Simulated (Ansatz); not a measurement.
`FC[SiH2]F` + H₂ → `FC[SiH3]` + H–F at 500 K and 1 bar (hydrogenolysis of the Si–F bond).

Program: Ansatz. Geometries: PBE0-D4/def2-TZVP. ΔE: electronic, gas phase. CCSD(T)/CBS adds triple-zeta CCSD(T) − MP2 to the extrapolated MP2 energy (def2 sets, frozen cores). This one scheme is used for every species. One conformer a species, not always the lowest.

| species | CCSD(T)/CBS energy (Eh) | H − E (kJ/mol) | S (J/(mol·K)) |
| --- | --- | --- | --- |
| `FC[SiH2]F` | -529.16787 | 166.0 | 357.9 |
| H₂ | -1.17544 | 41.0 | 145.5 |
| `FC[SiH3]` | -429.90570 | 175.1 | 332.8 |
| H–F | -100.39570 | 39.4 | 188.7 |

H − E and S are ideal-gas, rigid-rotor, harmonic terms from PBE0-D4/def2-TZVP, for one conformer and one mirror image of each species. The MP2-based limit puts H₂ 0.8 mEh under its directly extrapolated value; such offsets cancel only in part. 1 Eh = 2625.50 kJ/mol, R = 8.31446 J/(mol·K).

Question: By hand: ΔE, ΔH, ΔS and ΔG.

Answer: ΔE = (-429.90570) + (-100.39570) − (-529.16787) − (-1.17544) = 0.04191 Eh = 110.0 kJ/mol. Δ(H − E) = 175.1 + 39.4 − 166.0 − 41.0 = 7.5, so ΔH = 117.5 kJ/mol. ΔS = 332.8 + 188.7 − 357.9 − 145.5 = 18.1 J/(mol·K). ΔG = 117.5 − 500 × (18.1)/1000 = 108.5 kJ/mol.

Question: By hand: the equilibrium constant, and the temperature at which ΔG would vanish if ΔH and ΔS stayed fixed.

Answer: log₁₀ K = −ΔG/(RT ln 10) = -11.3. ΔG = 0 at ΔH/ΔS = 6492 K, far beyond where these terms or the molecules hold.

ΔH outweighs TΔS. A doubt of 5 kJ/mol in ΔE shifts log₁₀ K by 0.5 here. Other conformers and mirror images would add mixing entropy, several J/(mol·K) or more a flexible species. These are equilibria of isolated gas molecules and say nothing of rates. Largest T1 diagnostic: 0.011 (customary marks: 0.02 for closed shells, 0.045 for open ones).
